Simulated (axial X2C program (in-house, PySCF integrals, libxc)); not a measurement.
**Outer orbitals of SbSe at 2.338 Å, M06**

Computed with an in-house relativistic program for diatomic molecules. Spin-free means the one-electron spin-free X2C Hamiltonian; two-component (2c) means X2C with spin–orbit coupling and atomic mean-field two-electron Coulomb and Gaunt terms, so the difference of the two also holds small scalar two-electron terms. Basis: Sb dyall-cv3z [11s12p8d4f1g], Se dyall-cv3z [8s9p6d4f1g] (cores contracted in-house); Gaussian nuclei, density fitting, unrestricted open shells. Masses: Sb 120.904 u, Se 79.917 u.

The distance is close to the 2c PBE0 minimum; the highest filled and lowest empty levels are listed.

Spin-free orbitals, state M_S = 1/2, Λ = 1 (beyond evenly filled blocks: π+α) (Löwdin shares):

```csv
symmetry,occupied,ε (eV),atomic character
σα,yes,-19.60,"71% Se s, 14% Sb s, 8% Sb p"
σβ,yes,-19.19,"68% Se s, 15% Sb s, 9% Sb p"
σα,yes,-14.00,"64% Sb s, 18% Se p, 12% Se s"
σβ,yes,-13.60,"62% Sb s, 18% Se p, 14% Se s"
σα,yes,-8.29,"48% Se p, 38% Sb p, 10% Sb s"
σβ,yes,-8.07,"48% Se p, 37% Sb p, 10% Sb s"
π+α,yes,-7.96,"68% Se p, 28% Sb p, 2% Sb d"
π-α,yes,-7.62,"70% Se p, 25% Sb p, 3% Sb d"
π+β,yes,-7.21,"62% Se p, 33% Sb p, 3% Sb d"
π-β,yes,-7.21,"62% Se p, 33% Sb p, 3% Sb d"
π+α,yes,-5.14,"67% Sb p, 26% Se p, 3% Sb d"
π-α,no,-3.34,"70% Sb p, 23% Se p, 3% Sb d"
π+β,no,-3.11,"62% Sb p, 30% Se p, 4% Sb d"
π-β,no,-3.11,"62% Sb p, 30% Se p, 4% Sb d"
σα,no,-0.48,"51% Sb p, 19% Sb d, 16% Se p"
```

Spinors with spin–orbit coupling (state Ω = 1/2):

```tsv
ω	occupied	ε (eV)	atomic character	λ mixture
-1/2	yes	-19.57	71% Se s, 14% Sb s, 8% Sb p	100% σ
1/2	yes	-19.14	68% Se s, 15% Sb s, 9% Sb p	100% σ
-1/2	yes	-13.95	64% Sb s, 18% Se p, 12% Se s	100% σ
1/2	yes	-13.56	62% Sb s, 18% Se p, 14% Se s	100% σ
-1/2	yes	-8.28	48% Se p, 38% Sb p, 10% Sb s	99% σ, 1% π
1/2	yes	-8.08	62% Se p, 33% Sb p, 2% Sb d	89% π, 11% σ
1/2	yes	-8.06	52% Se p, 34% Sb p, 9% Sb s	88% σ, 12% π
-3/2	yes	-7.47	71% Se p, 24% Sb p, 3% Sb d	100% π
-1/2	yes	-7.30	60% Se p, 35% Sb p, 3% Sb d	100% π
3/2	yes	-7.04	64% Se p, 32% Sb p, 3% Sb d	100% π
1/2	yes	-5.28	66% Sb p, 27% Se p, 3% Sb d	99% π, 1% σ
-1/2	no	-3.22	60% Sb p, 32% Se p, 4% Sb d	99% π, 1% σ
-3/2	no	-3.14	71% Sb p, 22% Se p, 3% Sb d	100% π
3/2	no	-2.91	64% Sb p, 28% Se p, 4% Sb d	100% π
-1/2	no	-0.46	52% Sb p, 19% Sb d, 15% Se p	100% σ
```

(1) How does the gap between the highest filled and lowest empty level change from the spin-free to the 2c table?

Mulliken charges and populations of the two-component result (they depend on the basis, above all on diffuse functions):

Sb 0.31 e (s 9.88 p 20.70 d 20.09 f 0.02), Se -0.31 e (s 8.01 p 16.23 d 10.06 f 0.01). ⟨Lz⟩ = 0.99 ħ and ⟨Sz⟩ = -0.49 ħ (-0.29 and -0.20 on the two atoms), which add up to Ω.

One determinant describes the state; a PBE0 search over occupations chose it and may have missed a lower one. Density functionals use the spin component along the axis (collinear). The functionals have no current-density term, which raises determinants with orbital currents, atoms included. The determinant is spin-polarised beyond a pure state at some levels (its spin-free form has ⟨S²⟩ too high), which makes Re and μ there less reliable.

## Answers

(1) From 1.80 to 2.06 eV at M06, a change of 0.26 eV.
